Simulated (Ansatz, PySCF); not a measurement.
Caution: the highest occupied level lies above zero, so the state may not be bound. This singlet lies 0.58 eV below the relaxed triplet at the level frozen-core CCSD(T)/aug-cc-pVDZ // PBE0-D3(BJ)/def2-TZVPD (Ansatz, an electronic-structure program).

Cartesian coordinates (Å):
```xyz
8

B      1.9620    -0.4071    -0.1584
B      0.4773    -0.0404    -0.0683
Si    -1.4301     0.3346     0.0964
H      2.7548     0.2910    -0.7623
H      2.4183    -1.4043     0.3652
H     -1.8766     1.5925     0.8057
H     -2.0259    -0.7814     0.9116
H     -2.2827     0.3818    -1.1507
```
Charge -1, spin multiplicity 1.

Estimate the total energy and HOMO that PySCF with PBE-D3(BJ)/def2-TZVPD // PBE0-D3(BJ)/def2-TZVPD returns for this input.


```
Property             Value
------------  ------------
total energy  -341.9236 Ha
HOMO               0.90 eV
```
